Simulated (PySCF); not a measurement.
CuH, SMILES [CuH] (connectivity only; charge and spin as stated), neutral, multiplicity 1. Geometry: PBE0-D3(BJ)/def2-TZVPD. The spin state was assumed, not searched.

The numbers are results of PBE0-D3(BJ)/def2-TZVPD (PySCF 2.14.0), not measurements.

Harmonic wavenumbers (cm⁻¹): 1865. Rotational constants (GHz): 230.8 (linear); symmetry number 1.

**Question.** Work out the zero-point energy and the ideal-gas rigid-rotor harmonic-oscillator thermochemistry at 298.15 K and 1 atm.

**Answer.** ZPE = ½ Σ hcν = ½ × 1865 cm⁻¹ = 11.15 kJ/mol. H − E(el) = 19.83 kJ/mol. Entropy in J/(mol K): translation 160.72, rotation 35.69, vibration 0.01, total 196.42. G − E(el) = -38.73 kJ/mol. Cp = 29.18 J/(mol K).
